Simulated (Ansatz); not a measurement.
Coupled-cluster run, `N[SiH2][GeH2][NH2]`.

```yaml
crystal:
  periodic: [false, false, false]
  atoms:
    - {symbol: N, position_ang: [-1.362191, 1.265895, -0.833645]}
    - {symbol: Si, position_ang: [-0.992365, 0.552698, 0.697219]}
    - {symbol: Ge, position_ang: [1.212024, -0.357724, 0.528451]}
    - {symbol: N, position_ang: [1.364790, -1.663893, -0.779955]}
    - {symbol: H, position_ang: [-2.322657, 1.472803, -1.059961]}
    - {symbol: H, position_ang: [-0.755326, 1.983706, -1.197923]}
    - {symbol: H, position_ang: [-1.095515, 1.468588, 1.877665]}
    - {symbol: H, position_ang: [-1.984611, -0.536848, 0.911507]}
    - {symbol: H, position_ang: [1.671114, -1.010171, 1.846355]}
    - {symbol: H, position_ang: [2.215431, 0.751839, 0.145979]}
    - {symbol: H, position_ang: [0.989297, -1.357513, -1.669116]}
    - {symbol: H, position_ang: [0.877808, -2.514579, -0.527077]}
basis:
  gaussian: {orbitals: def2-TZVPP}
correlation: {method: ccsd_t}
```

```sh
$ ansatz run in.yaml --threads 4 --pin off --events-out ev --progress --plain
```

The program prints (abridged):

```
Functional definition: HF
1550 factors; integrals over basis functions are off by at most 9.7e-4 eV
mean field evaluation 1: about -67423.4636 eV, gradient 4.7e1 eV
mean field evaluation 2: about -67423.6378 eV, gradient 4.7e1 eV
mean field evaluation 4: about -67428.4903 eV, gradient 3.8e0 eV
mean field evaluation 8: about -67428.5541 eV, gradient 3.0e-1 eV
mean field -67428.55436266 eV, -2477.9536681119 hartree, gradient 2.6e-6 eV, S^2 0.000000; 0 other end points of the search recorded, 0 dependent functions left out
16 core orbitals not correlated: weight in the atoms' cores, before any rotation towards them, 1.000 or more for the frozen orbitals, at most 0.000 for the correlated occupied ones
reference -67428.55436266 eV, -2477.9536681119 hartree; 18, 18 occupied and 230, 230 virtual orbitals, 1550 factors
second order -22.37621788 eV of doubles, -0.00000000 eV of singles
cycle   1  -22.76983348 eV  change   -3.9e-1 eV  update   1.0e-1
cycle   2  -23.41940470 eV  change   -6.5e-1 eV  update   3.0e-2
cycle   3  -23.51354154 eV  change   -9.4e-2 eV  update   1.4e-2
cycle   4  -23.50325935 eV  change    1.0e-2 eV  update   3.5e-3
cycle   5  -23.50301198 eV  change    2.5e-4 eV  update   1.7e-3
cycle   6  -23.50310233 eV  change   -9.0e-5 eV  update   5.0e-4
cycle   7  -23.50284641 eV  change    2.6e-4 eV  update   2.3e-4
cycle   8  -23.50284898 eV  change   -2.6e-6 eV  update   9.3e-5
cycle   9  -23.50287101 eV  change   -2.2e-5 eV  update   3.8e-5
perturbative correction -0.86311250 eV, -0.0317187994 hartree
Total energy: -67452.92034616 eV, -2478.8491014899 hartree
```

It took 3.9 min on 4 threads of a server CPU on a shared host, with 6.4 GiB of host memory at the peak.

Correlation energy per correlated electron: -0.677 eV. T1 diagnostic: 0.0112.
